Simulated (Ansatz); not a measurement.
`[CH3][Sn]([CH3])([OH])[OH]` and `[CH3][Sn]([OH])([OH])[F]` differ in one atom or group.

Ansatz, PBE0-D4/def2-TZVP geometries, multiplicity 1. Each molecule was computed in one conformer, which needn't be the lowest.

Elements past krypton have def2 core potentials.

```csv
property,`[CH3][Sn]([CH3])([OH])[OH]`
LUMO energy (ωB97M-V/def2-TZVPP) / eV,1.54
HOMO–LUMO gap (PBE/def2-TZVPP) / eV,5.38
HOMO energy (PBE/def2-TZVPP) / eV,-6.40
LUMO energy (B3LYP/def2-TZVPP) / eV,-0.46
HOMO energy (ωB97M-V/def2-TZVPP) / eV,-10.22
"ideal-gas entropy at 298 K and 1 bar (rigid rotor, harmonic PBE0-D4/def2-TZVP) / J/(mol·K)",412
```

**Question.** Give the same properties after the change, and the shifts. (An estimate is asked.)

**Answer.** Ansatz gave: 
```json
{"property": "LUMO energy (ωB97M-V/def2-TZVPP) / eV", "`[CH3][Sn]([OH])([OH])[F]`": "0.85", "shift": "-0.69"}
{"property": "HOMO–LUMO gap (PBE/def2-TZVPP) / eV", "`[CH3][Sn]([OH])([OH])[F]`": "5.12", "shift": "-0.26"}
{"property": "HOMO energy (PBE/def2-TZVPP) / eV", "`[CH3][Sn]([OH])([OH])[F]`": "-7.12", "shift": "-0.72"}
{"property": "LUMO energy (B3LYP/def2-TZVPP) / eV", "`[CH3][Sn]([OH])([OH])[F]`": "-1.40", "shift": "-0.94"}
{"property": "HOMO energy (ωB97M-V/def2-TZVPP) / eV", "`[CH3][Sn]([OH])([OH])[F]`": "-11.20", "shift": "-0.98"}
{"property": "ideal-gas entropy at 298 K and 1 bar (rigid rotor, harmonic PBE0-D4/def2-TZVP) / J/(mol·K)", "`[CH3][Sn]([OH])([OH])[F]`": "395", "shift": "-17"}
```

With PBE0 the HOMO falls by 0.86 eV and the LUMO falls by 0.93 eV, so the gap narrows by about 0.07 eV. PBE moves the HOMO by -0.72 eV and ωB97M-V by -0.98 eV. The zero-point energy changes by -88.6 kJ/mol with -9 modes. Modes under 60 cm⁻¹, often nearly free rotors, make the harmonic entropy too high.

Positive LUMOs are unbound, so they and the gaps depend on the basis.

B3LYP here is the variant with VWN-RPA as its local correlation; programs differ in this.
